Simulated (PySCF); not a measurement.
## Lu(SH)3 at several levels of theory

Computed with PySCF 2.14.0 (density fitting, no spin-orbit coupling) at the geometry relaxed with BP86:

```xyz
7
Lu(SH)3 (singlet in the valence; each metal's 4f electrons, 14 of them, lie in its core potential, out of spins and levels)
Lu    0.0000    0.0000    0.9042
S     2.4966   -0.4310    0.9191
H     2.7866    0.9057    0.9094
S    -0.8751    2.3776    0.9191
H    -2.1777    1.9604    0.9094
S    -1.6215   -1.9466    0.9191
H    -0.6089   -2.8661    0.9094
```

```
level                                                 basis    state  HOMO (eV)  gap (eV)  charge on Lu1 (e)  population of f-type functions on Lu1 (polarisation alone where 4f lies in the core)  dipole about the centre of mass (D)  largest force component (eV/Å)
 BP86     Lu lcecp-1-SVP with ECP60, S def2-SVP, H def2-SVP  singlet      -6.44      3.24               0.61                                                                                  0.03                                 0.10                            0.01
M06-L                                              the same  singlet      -6.53      4.34               0.99                                                                                  0.03                                 0.11                            0.47
 BP86  Lu lcecp-1-TZVP with ECP60, S def2-TZVP, H def2-TZVP  singlet      -6.55      3.30               1.09                                                                                  0.03                                 0.10                            0.21
```

In the lcecp rows the 4f levels are missing from HOMO and gap, and the state counts the valence alone.

Charges are Mulliken's, which hang on the basis. The relaxation used the grid (50, 194), these runs (75, 302) or, all-electron (x2c bases, spin-free X2C Hamiltonian), (99, 590).

Question: A further run in the first row's basis gives HOMO (eV) -6.35, gap (eV) 3.21, charge on Lu1 (e) 0.62, population of f-type functions on Lu1 (polarisation alone where 4f lies in the core) 0.03, dipole about the centre of mass (D) 0.10, largest force component (eV/Å) 0.03. Which level was it?
A. PBE
B. PBE0
C. r2SCAN

Answer: A. The others give HOMO -7.57 eV (PBE0); -6.68 eV (r2SCAN).

In the first row's basis the gap widens with exact exchange: 3.2 to 4.3 eV for PBE, BP86, r2SCAN, M06-L (none); 5.1 eV for PBE0 (a fixed share).

An lcecp potential fixes the number of 4f electrons, so in runs with it no electron can move into or out of that shell.
